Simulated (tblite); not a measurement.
Species: C7H11NOSi.
Atom-mapped SMILES: `[CH3:1][CH2:2][C:3]1=[CH:4][C:5]([NH:6][CH:7]=[O:8])=[CH:9][SiH2:10]1` (hydrogens: H11, H12, H13 on C1; H14, H15 on C2; H16 on C4; H17 on N6; H18 on C7; H19 on C9; H20, H21 on Si10)

Geometry (GFN2-xTB, Å), atoms numbered from 1 in this order:
```xyz
21
C7H11NOSi angstrom
C     -2.621    0.843    0.890
C     -2.125    0.737   -0.547
C     -0.714    0.268   -0.695
C      0.117   -0.051    0.306
C      1.454   -0.484   -0.093
N      2.418   -0.846    0.852
C      2.330   -0.868    2.205
O      1.383   -0.576    2.887
C      1.711   -0.517   -1.415
Si     0.184    0.033   -2.350
H     -2.574   -0.125    1.383
H     -2.014    1.547    1.453
H     -3.653    1.188    0.904
H     -2.772    0.052   -1.106
H     -2.213    1.713   -1.036
H     -0.125   -0.011    1.354
H      3.300   -1.127    0.445
H      3.289   -1.206    2.647
H      2.667   -0.823   -1.806
H      0.358    1.282   -3.093
H     -0.410   -1.012   -3.186
```

All values are computed: GFN2-xTB (tblite) harmonic vibrations without scaling, gas phase. Errors from tens to a few hundred cm⁻¹ against measured bands are possible. Modes of hydrogen on silicon can be 10 to 20 % off. One conformer, not necessarily the lowest.

Harmonic wavenumbers (cm⁻¹): 39.7, 61.0, 118.7, 139.4, 166.0, 217.1, 250.9, 292.4, 312.6, 335.8, 342.7, 441.1, 495.7, 496.1, 519.3, 590.8, 624.3, 632.2, 680.8, 746.9, 764.7, 787.1, 794.6, 837.1, 871.2, 919.3, 930.1, 1013.4, 1070.7, 1079.0, 1102.1, 1151.7, 1184.8, 1224.1, 1242.2, 1334.7, 1346.2, 1392.8, 1409.6, 1413.6, 1468.4, 1501.6, 1508.8, 1565.4, 1633.9, 1768.3, 2244.7, 2251.2, 2740.4, 2921.9, 2947.9, 3028.3, 3040.2, 3043.8, 3090.2, 3130.6, 3408.9.

A = 1461, B = 867.7, C = 551.6 MHz; mass 153.061 u (most abundant isotopes); point group Cs, symmetry number 1.

Question: What is the zero-point energy?

Answer: ½Σν̃ = 35333 cm⁻¹ = 101.02 kcal/mol.

Question: What is S at 200 K and 1 bar for an ideal gas of classical rigid rotors and harmonic oscillators?

Answer: Translation 39.03, rotation 29.32, vibration 21.48: S = 89.8 cal/(mol K).

Question: And Cp and H(200 K) − H(0)?

Answer: Cp = 32.51 cal/(mol K), of which vibrations give 24.56 (their classical limit is 57 R = 113.3); H(200 K) − H(0) = 3.97 kcal/mol without the zero-point energy, 2.38 from vibrations.

Question: Blend soft modes into free rotors: weight 1/[1 + (100 cm⁻¹/ν̃)⁴] for the oscillator and the rest for a rotor with moment μB/(μ + B), μ = h/(8π²ν), B = 10⁻⁴⁴ kg m². What vibrational entropy results?

Answer: 19.86 cal/(mol K) in place of 21.48, which changes −T·S at 200 K by +0.32 kcal/mol.

Question: How do the functions run with temperature in this model?

Answer: 
```tsv
T (K)	S (cal/(mol K))	Cp (cal/(mol K))	H − H(0) (kcal/mol)	G − H(0) (kcal/mol)	ln q(vib)
150	81.4	26.2	2.50	-9.72	3.35
250	97.8	38.7	5.75	-18.69	6.34
298.15	105.1	44.6	7.75	-23.58	7.80
400	119.8	55.9	12.88	-35.04	10.91
600	145.9	73.0	25.88	-61.67	16.93
900	178.8	89.1	50.41	-110.55	25.40
```

q(vib) and H(0) count from the zero-point level.

Question: Which modes carry the vibrational entropy at 200 K?

Answer: 39.7 cm⁻¹: 4.48; 61.0 cm⁻¹: 3.64; 118.7 cm⁻¹: 2.36; 139.4 cm⁻¹: 2.06; 166.0 cm⁻¹: 1.75; 217.1 cm⁻¹: 1.29 cal/(mol K); the other 51 give 5.89 together.

Hindered rotation and anharmonicity are outside this model. Other conformers, if any are populated, would add a mixing term that is left out.

Hardware: an Arm Neoverse N1 with one thread (shared host). Cost: 1.7 s. This covers the Hessian and the dipole derivatives.
